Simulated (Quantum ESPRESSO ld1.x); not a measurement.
Question: These are the eigenvalues of the occupied orbitals of an atom or ion with whole-number occupations (hartree). Method: Dirac Kohn-Sham, B86b exchange with PBE correlation, spin-unpolarised, spherical densities, point nucleus; computed with ld1.x of Quantum ESPRESSO 7.5.

| orbital | eigenvalue |
|---|---|
| 1s1/2 | -1840.4661 |
| 2s1/2 | -304.4827 |
| 2p1/2 | -289.1395 |
| 2p3/2 | -263.5612 |
| 3s1/2 | -68.2024 |
| 3p1/2 | -61.5590 |
| 3p3/2 | -56.3119 |
| 3d3/2 | -44.8520 |
| 3d5/2 | -43.7090 |
| 4s1/2 | -14.4673 |
| 4p1/2 | -11.8817 |
| 4p3/2 | -10.7151 |
| 4d3/2 | -6.4583 |
| 4d5/2 | -6.2475 |
| 5s1/2 | -2.7391 |
| 5p1/2 | -2.0198 |
| 5p3/2 | -1.8543 |
| 4f5/2 | -1.2464 |
| 4f7/2 | -1.2185 |

Which element is it, and in what charge state? The configuration may be excited. Open shells, if any, fill j = l - 1/2 first.

Answer: Z = 64, gadolinium, charge +3: Gd3+ in [Xe] 4f7. The list shows which subshells hold electrons but not how many an open one holds; the 1s level, -1840.5 hartree, gives Z - s = 60.7 by -(Z - s)^2/2, which with screening and relativity narrows Z to a few neighbours, and the depths of the outer levels then fix element, charge and occupations together.
